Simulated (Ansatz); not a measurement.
Compare A (`C[SiH2]S[SiH2]F`) with its isomer B (`C[SiH](F)S[SiH3]`).

Calculated with Ansatz (gas phase, PBE0-D4/def2-TZVP geometries, no zero-point term in ΔE). CCSD(T)/CBS adds triple-zeta CCSD(T) − MP2 to the extrapolated MP2 energy (def2 sets, frozen cores). Functionals use def2-TZVPP. B3LYP here is the variant with VWN-RPA as its local correlation; programs differ in this. Each species was taken in one conformer, which may not be the lowest.

Q: Which isomer does CCSD(T)/CBS put lower? Give the gap. (An estimate is asked.)

A: The calculation gave: B, by 0.6 kcal/mol.

Q: Give E(B) − E(A) in kcal/mol with CCSD(T)/def2-SVP, CCSD(T)/def2-TZVPP, B2PLYP, B3LYP-D4, LDA (SPW92), B3LYP, PBE-D4. (Estimate.)

A: Computed: CCSD(T)/def2-SVP -0.7, CCSD(T)/def2-TZVPP -0.7, B2PLYP -0.5, B3LYP-D4 -0.7, LDA (SPW92) -0.7, B3LYP -0.5, PBE-D4 -0.5. None reverses the order clearly.

Q: Does the order hold for the free energy at 298.15 K (harmonic terms from PBE0-D4)? (Best estimate.)

A: The calculation gave: Yes: G(B) − G(A) = -0.8 kcal/mol, for one conformer each. Modes under 60 cm⁻¹, often nearly free rotors, make the harmonic entropy too high.

Largest T1 diagnostic: 0.011.

Leaving LDA and LC-ωPBE aside and taking each functional with its dispersion term where it has one, the values, not all of them listed here, spread over 0.5 kcal/mol, from B97M-V to B2PLYP.
